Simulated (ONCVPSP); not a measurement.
Ranking ONCV potentials for iron

All share these settings but for the change named:

ONCVPSP 4.0.1 input, shortened (lines: element, Z, core and valence counts, functional; n l f; lmax; l rc ep ncon nbas qcut; lloc lpopt rc5 dvloc0; l nproj debl; icmod fcfact rcfact), PBE, scalar-relativistic:

```
  Fe 26.00    3    4        4      upf
    1    0    2.00
    2    0    2.00
    2    1    6.00
    3    0    2.00
    3    1    6.00
    3    2    6.00
    4    0    1.75
    3
    0    1.60    0.00    4    8    7.30
    1    0.85    0.00    4    8   10.30
    2    1.40    0.00    5   10   12.40
    3    1.25    0.29    4    8    8.10
    4    5    0.65    0.00
    0    3    4.00
    1    2    2.30
    2    2    4.00
    3    1    2.90
    3    3.25    1.25
```

Cutoff: the first of the cutoffs (Ha) at which the residual kinetic energy of the hardest occupied pseudo-wave falls to 1 and 0.1 mHa per electron; the density cutoff is not measured.

The base gives 58 Ha.

Of 6 variants that were run, those that failed, showed a ghost or another fault, or gave nearly equal values are left out.

A variant can come out equal or close to the base.

Problem. Rank these variants from softest to hardest (loose cutoff).
A. d: rc 1.36
B. d: rc 1.98
C. d: rc 1.06

Solution. B (47 Ha), A (59 Ha), C (73 Ha).
